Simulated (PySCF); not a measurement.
Geometry:
| atom | x (Å) | y (Å) | z (Å) |
| --- | --- | --- | --- |
| N1 | -0.172 | -2.285 | -1.891 |
| C2 | -0.184 | -1.424 | -1.137 |
| C3 | -0.197 | -0.343 | -0.205 |
| Si4 | 1.653 | 0.123 | 0.248 |
| C5 | -0.763 | 0.922 | -0.829 |
| N6 | -1.277 | 1.900 | -0.256 |
| C7 | -0.860 | -0.689 | 1.077 |
| O8 | -1.066 | 0.110 | 1.956 |
| H9 | 1.551 | 1.197 | 1.225 |
| H10 | 2.263 | 0.537 | -1.012 |
| H11 | 2.258 | -1.094 | 0.781 |
| H12 | -0.691 | 0.949 | -1.913 |
| H13 | -1.351 | 1.841 | 0.759 |
| H14 | -1.165 | -1.747 | 1.175 |

A single conformation, non-relativistic, isolated molecule, rapidly exchanging positions averaged. Geometry: GFN2-xTB; shieldings: GIAO PBE0/pcSseg-1; PySCF 2.14.

Chemical shifts δ = σref − σ; ¹³C (σ = 186.93 ppm), ¹H (σ = 31.72 ppm), ²⁹Si (σ = 349.16 ppm) vs TMS; NH3 for ¹⁵N (σ = 267.73 ppm); ¹⁷O (σ = 336.08 ppm) against H2O, all at this level.

```tsv
atoms	nucleus	count	δ (ppm)
C2	¹³C	1	122.4
N1	¹⁵N	1	313.9
C3	¹³C	1	?
C7	¹³C	1	?
H9/H10/H11	¹H	3	?
N6	¹⁵N	1	362.4
O8	¹⁷O	1	685.8
Si4	²⁹Si	1	-40.2
C5	¹³C	1	158.5
H14	¹H	1	10.05
H13	¹H	1	?
H12	¹H	1	7.86
```

Question: Estimate the values marked ?.

Answer: 
- C7: 201.9 ppm, carbon bonded to C, O, H
- C3: 49.5 ppm, carbon bonded to 3 C, Si
- H13: 12.62 ppm, hydrogen on a nitrogen bonded to C
- H9/H10/H11: 4.13 ppm, hydrogen on a silicon bonded to C

OH/NH shifts are gas-phase values; hydrogen bonding in solution moves them, usually downfield. Shifts are as computed. Against solution values, carbons near 30 ppm lie about +3 ppm off and those near 130 ppm about +5 ppm. Of 1309 compounds with measured shifts, 239 miss one by over three times the rms of a fit or turn the order of signals round; such compounds aren't used in these exercises. Unscaled 17O shifts of doubly bonded oxygen tend to come out too high, by tens of ppm or more. Experimental scales use liquid or dissolved standards, which lie at an offset from isolated NH3 (liquid NH3: subtract about 20 ppm) and H2O (liquid H2O: subtract about 36 ppm). Unscaled 15N shifts of sp2 nitrogen come out 20 to 40 ppm too high even then.
